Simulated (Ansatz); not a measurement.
`O[SiH2]C1=NC1` → `CO[SiH2]C#N`  (isomerisation)

Gas-phase electronic energies from Ansatz, PBE0-D4/def2-TZVP geometries. CCSD(T)/CBS adds triple-zeta CCSD(T) − MP2 to the extrapolated MP2 energy (def2 sets, frozen cores). DFT in def2-TZVPP. B3LYP here is the variant with VWN-RPA as its local correlation; programs differ in this. One conformer a species, not always the lowest.

`O[SiH2]C1=NC1`:

Z-matrix (Å, degrees):
```
Si
C 1 1.860
O 1 1.637 2 110.9
H 1 1.486 2 105.7 3 -123.0
H 1 1.478 2 109.1 3 118.2
C 2 1.462 1 153.2 3 -177.9
N 2 1.258 1 140.3 3 7.3
H 3 0.959 1 118.4 2 -43.0
H 6 1.086 2 120.0 1 82.4
H 6 1.086 2 120.3 1 -75.3
```

`CO[SiH2]C#N`:

Cartesian coordinates in Å:
```
C -0.339 1.518 -0.247
O 0.677 0.579 -0.545
Si 0.854 -0.848 0.210
C -0.700 -1.848 0.002
N -1.680 -2.440 -0.124
H -0.295 1.832 0.801
H -0.185 2.390 -0.882
H -1.330 1.102 -0.453
H 1.961 -1.575 -0.437
H 1.037 -0.709 1.675
```

Question: Is it downhill or uphill in electronic energy at CCSD(T)/CBS, and by how much? (Best estimate.)

Answer: The calculation gave: Downhill: ΔE = -131.7 kJ/mol.

Question: What do these levels give: r2SCAN-D4, B3LYP, MP2/def2-TZVPP, MP2/def2-QZVPP, SCS-MP2/def2-QZVPP, CCSD/CBS(def2)? (Best estimate.)

Answer: The calculation gave: r2SCAN-D4 -116.7, B3LYP -135.0, MP2/def2-TZVPP -134.7, MP2/def2-QZVPP -131.4, SCS-MP2/def2-QZVPP -141.6, CCSD/CBS(def2) -136.0 kJ/mol.

Largest T1 diagnostic among the species: 0.012.

In def2-TZVPP, CCSD(T) changes the Hartree–Fock value by +32.2 kJ/mol (the triples alone add +4.4 kJ/mol) and MP2 by +34.6 kJ/mol. From PBE to PBE0 (25 % exact exchange), in def2-TZVPP and without D4, ΔE moves by −3.3 kJ/mol.
